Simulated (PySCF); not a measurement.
## How methods differ on the ionisation energy of Hf²⁺

Hf²⁺ [Xe] 4f14 5d2 (3F) → Hf³⁺ [Xe] 4f14 5d1 (2D), as a difference of total energies. Computed with PySCF 2.14 in def2-TZVPPD with the def2 core potential (60 electrons), with a scalar-relativistic core potential. Correlated levels: valence and next inner shell: nothing frozen outside the core potential. The calculations carry no spin-orbit coupling.

```json
{"method": "UHF", "ionisation energy (eV)": "21.453", "difference from reference (eV)": "-1.097"}
{"method": "MP2 (valence and next inner shell)", "ionisation energy (eV)": "21.848", "difference from reference (eV)": "-0.702"}
{"method": "SCS-MP2 (valence and next inner shell)", "ionisation energy (eV)": "21.770", "difference from reference (eV)": "-0.780"}
{"method": "CCSD (valence and next inner shell)", "ionisation energy (eV)": "21.868", "difference from reference (eV)": "-0.682"}
{"method": "CCSD(T) (valence and next inner shell)", "ionisation energy (eV)": "21.881", "difference from reference (eV)": "-0.669"}
```

Reference: 22.55 ± 0.04 eV (theoretical estimate listed by NIST; NIST Atomic Spectra Database, ionization energies).

The reference lies between the lowest fine-structure levels, while these numbers refer to the centres of the terms.

Errors of the correlated levels include the incompleteness of this basis.
